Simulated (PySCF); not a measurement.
# Checking a proposed structure

A compound C$_{7}$H$_{13}$B gives the data below (simulated from a calculation) and was assigned the structure `C=CC(=C)CB(C)C`.

13C{1H} NMR (computed): δ 159.3 (C), 118.8 (CH2), 50.1 (CH), 31.6 (CH2), 19.1 (CH2), 11.5 (CH3, 2C).

1H NMR (300 MHz, computed): δ 5.12 (m, 1H), 5.03 (m, 1H), 3.09 (m, 1H), 2.64 (m, 1H), 2.63 (m, 1H), 2.08 (m, 1H), 1.84 (m, 1H), 0.76 (s, 6H).

Calculated, not measured (PySCF): shieldings: GIAO CAM-B3LYP/pcSseg-1, geometry from PBE0-D3(BJ)/def2-SVP. Non-relativistic, rapidly exchanging positions averaged, single conformer, no solvent model.

Referencing at the same level of theory: 1H (31.33 ppm) and 13C (182.45 ppm) against TMS.

(1) Compare with the shifts computed for the proposed structure, pairing carbons in order of shift.

(2) Which isomer fits?

## Answers

(1) Mapped SMILES: `[CH2:1]=[CH:2][C:3](=[CH2:4])[CH2:5][B:6]([CH3:7])[CH3:8]` (H(Xn): hydrogen on atom n).

| atom | computed for proposal | given list | difference |
| --- | --- | --- | --- |
| C3 | 159.3 | 159.3 | +0.0 |
| C2 | 153.3 | 118.8 | +34.5 |
| C4 | 126.3 | 50.1 | +76.2 |
| C1 | 122.4 | 31.6 | +90.8 |
| C5 | 39.0 | 19.1 | +19.9 |
| C7 | 14.0 | 11.5 | +2.5 |
| C8 | 14.0 | 11.5 | +2.5 |

The rms difference is 47.3 ppm and the largest +90.8 ppm at C1 (terminal =CH2 carbon). The carbon types in order of shift don't match either: C, CH, CH2, CH2, CH2, CH3, CH3 for the proposal against C, CH2, CH, CH2, CH2, CH3, CH3 in the data. The proposal doesn't fit.

(2) `C=C1CC[C@H]1B(C)C`.

δC 159.3: fully substituted alkene carbon; an sp2 carbon of a C=C bond. δC 118.8: terminal =CH2 carbon; an sp2 carbon of a C=C bond. δC 19.1: sp3 CH2 in a ring; a saturated carbon with 2 carbon neighbours and no heteroatom attached. δH 3.09: hydrogen on an allylic sp3 CH bonded to B; allylic position.

The shifts were computed for this structure.

A carbon bonded to boron is broadened by the quadrupolar boron nucleus and is often missing from a measured spectrum. Shifts are as computed, not scaled to solution data. Of 1211 compounds with measured shifts, 218 miss one by over three times the rms of a fit or turn the order of signals round; such compounds aren't used in these exercises. Multiplicities follow the n + 1 count of equivalent neighbours, as no J values were calculated; m marks all less simple cases, F and P coupling included.
